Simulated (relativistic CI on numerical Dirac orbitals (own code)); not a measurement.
## Transition arrays of Zr12+

Calculated at this level of theory: Dirac-Coulomb-Breit CI, orbitals from a KLI potential per configuration, QED by a radiative potential, valence Slater integrals scaled by 0.9, whole transition arrays (own radial code, finite nucleus).

CI space (outside the closed core [Ar]): 3d¹⁰, 3d⁹4f, 3d⁹4p, 3d⁹5f. Levels of other configurations are missing.

All E1 lines from the levels of 3d¹⁰; mean and standard deviation are weighted by gf, and upper levels are sorted by their leading configuration.

| Upper configuration | Lines | Σgf | Mean (eV) | Mean (nm) | σ (eV) | Strongest line (nm) |
| --- | --- | --- | --- | --- | --- | --- |
| 3d⁹4f | 3 | 3.3 | 282.25 | 4.393 | 1.22 | 4.388 |
| 3d⁹4p | 3 | 0.6 | 193.94 | 6.393 | 0.69 | 6.404 |
| 3d⁹5f | 3 | 2.3 | 334.89 | 3.702 | 1.22 | 3.698 |

Σgf per state of the lower configuration in bins of 0.1 nm over the central range (centre: value): 3.65: 2.09, 3.75: 0.19, 4.35: 3.15, 4.45: 0.16, 6.35: 0.11, 6.45: 0.46.

Q: How do configuration mixing and the scaling of the Slater integrals move the arrays?

A: Slater scale 0.9, no configuration mixing: 3d⁹4f 282.8 ± 1.2 eV (Σgf 3.8), 3d⁹4p 193.9 ± 0.7 eV (Σgf 0.5), 3d⁹5f 334.4 ± 1.2 eV (Σgf 1.7); Slater scale 1: 3d⁹4f 282.9 ± 1.2 eV (Σgf 3.3), 3d⁹4p 194.1 ± 0.7 eV (Σgf 0.6), 3d⁹5f 335.3 ± 1.2 eV (Σgf 2.3); Slater scale 0.8: 3d⁹4f 281.6 ± 1.2 eV (Σgf 3.3), 3d⁹4p 193.8 ± 0.7 eV (Σgf 0.6), 3d⁹5f 334.5 ± 1.2 eV (Σgf 2.3). With mixing, levels are counted to their leading configuration, so an array can shrink or vanish into another, and the sums then hold other lines.
